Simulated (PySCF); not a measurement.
CH4FIn. Atoms are numbered in the order given.

```xyz
7

In    -0.1535    -0.2542     0.0464
H     -0.7799    -1.8062     0.4952
F      1.6512    -0.0049     0.8649
C     -0.6980     1.4903    -1.1081
H     -1.5839     1.9743    -0.6530
H     -0.9449     1.1955    -2.1462
H      0.1556     2.1930    -1.1061
```
Charge 0, spin multiplicity 1.

Geometry optimised at PBE-D3(BJ)/def2-SVP. The def2 effective core potentials stand for the cores of In; spin–orbit coupling is left out.

Method: PBE-D3(BJ)/def2-SVP (PySCF).

Frequencies are harmonic and unscaled.

A small imaginary wavenumber (i) marks a very flat motion, where grid noise or a shallow saddle decides the sign.

**Question.** Estimate the vibrational spectrum. (An estimate is asked for; the answer gives what the named calculation found.)

**Answer.** 
```tsv
mode	ν (cm⁻¹)	IR (km/mol)	moving atoms (share of kinetic energy)
1	14i	0.0	H 95 %
2	127	9.0	F 42 %, C 28 %, H 17 %, In 13 %
3	361	30.6	H 94 %
4	463	86.6	H 72 %, C 18 %, In 8 %
5	498	9.1	C 53 %, H 39 %
6	568	39.8	F 84 %, In 13 %
7	689	41.5	H 84 %, C 15 %
8	717	46.4	H 83 %, C 16 %
9	1129	1.9	H 83 %, C 17 %
10	1376	2.0	H 95 %
11	1381	2.6	H 95 %
12	1743	191.2	H 99 %
13	2991	2.4	H 98 %
14	3101	1.2	H 91 %, C 9 %
15	3120	0.5	H 90 %, C 10 %
```
